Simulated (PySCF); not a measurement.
Compound: 3-methoxybenzoyl chloride, C8H7ClO2.
Numbering: `[CH3:1][O:2][c:3]1[cH:4][cH:5][cH:6][c:7]([C:8](=[O:9])[Cl:10])[cH:11]1`

Geometry (GFN2-xTB, Å), atoms numbered from 1 in this order:
```xyz
18
C8H7ClO2 angstrom
C      3.095    0.213    0.165
O      1.884    0.368    0.869
C      0.719    0.109    0.226
C      0.615   -0.301   -1.101
C     -0.633   -0.538   -1.658
C     -1.782   -0.373   -0.914
C     -1.686    0.040    0.421
C     -2.945    0.195    1.151
O     -4.044    0.009    0.734
Cl    -2.758    0.720    2.835
C     -0.440    0.278    0.983
H      3.235   -0.819   -0.171
H      3.880    0.470    0.873
H      3.148    0.889   -0.695
H      1.495   -0.440   -1.710
H     -0.699   -0.856   -2.687
H     -2.755   -0.556   -1.341
H     -0.338    0.597    2.007
```

NICS = −σ at a ghost point: NICS(0) at the centroid of the ring atoms, NICS(1) 1 Å to either side along the normal of their mean plane, zz for the tensor component along that normal. Level: GIAO PBE0/pcSseg-1 (PySCF, non-relativistic, gas phase) on the GFN2-xTB geometry, one conformer.

Ring bond lengths (Å), with Mayer bond orders in brackets: C3–C4 1.393 (1.36), C4–C5 1.387 (1.42), C5–C6 1.378 (1.47), C6–C7 1.400 (1.36), C7–C11 1.388 (1.37), C11–C3 1.395 (1.38).

What do the NICS probes read (ppm)?

```csv
ring,type,NICS(0),"NICS(1), two faces","NICS(1)zz, two faces",rms pucker (Å),"centre to ring atoms, mean (Å)"
C3–C4–C5–C6–C7–C11,6-membered carbocycle; formal bonds all aromatic,-9.3,-11.1 / -11.1,-26.0 / -26.0,0.00,1.39
```

What do they say, and how far can they be read as aromaticity?

- C3–C4–C5–C6–C7–C11: mean NICS(1)zz -26.0 ppm, shielded. For a flat ring without four-coordinate atoms the NICS criterion counts such a value as aromatic.

How equal are the bonds by HOMA? HOMA = 1 − mean of α(R − Ropt)² over the ring bonds, with Krygowski's 1993 parameters (CC: Ropt 1.388 Å, α 257.7 Å⁻²).

- C3–C4–C5–C6–C7–C11: HOMA 0.99 = 1 − EN − GEO, with mean bond length 1.390 Å, EN = α(Ropt − mean)² = 0.001 and GEO = α × variance = 0.013. The geometric and the magnetic index point the same way.

What are the shieldings of the ring atoms and their hydrogens in the same run (means over atoms taken as equivalent)?

| atoms | environment | σ isotropic (ppm) | principal values of the symmetric part, first atom (ppm) |
| --- | --- | --- | --- |
| C3 | aromatic carbon bearing oxygen | 19.9 | -60.7, 7.2, 113.2 |
| C4 | aromatic CH carbon | 67.1 | -24.5, 44.8, 180.9 |
| C5 | aromatic CH carbon | 51.9 | -56.8, 37.1, 175.5 |
| C6 | aromatic CH carbon | 58.3 | -44.7, 38.5, 180.9 |
| C7 | substituted aromatic carbon | 49.3 | -37.8, 36.7, 148.9 |
| C11 | aromatic CH carbon | 55.9 | -21.7, 29.6, 159.6 |
| H15 | aromatic hydrogen | 24.67 | 20.5, 24.1, 29.4 |
| H16 | aromatic hydrogen | 24.01 | 20.2, 24.8, 27.0 |
| H17 | aromatic hydrogen | 23.69 | 19.3, 24.2, 27.6 |
| H18 | aromatic hydrogen | 23.38 | 17.9, 21.6, 30.7 |
